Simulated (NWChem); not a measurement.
Molecule: CuH₂OI; SMILES [OH2]->[Cu][I]

Results from NWChem. The geometry was optimised at PBE0/def2-SVP. No frequency run checked for a minimum. def2 effective core potentials on I; no spin-orbit coupling. Ions are spin-unrestricted doublets at the neutral geometry; other ion states weren't tried.

Q: What does the run give for CAM-B3LYP/def2-SVP? Quantities: vertical ionisation energy, ΔSCF (eV); −ε(HOMO) (eV).

A: 
```json
{
 "vertical ionisation energy, ΔSCF (eV)": "8.22",
 "−ε(HOMO) (eV)": "7.05"
}
```
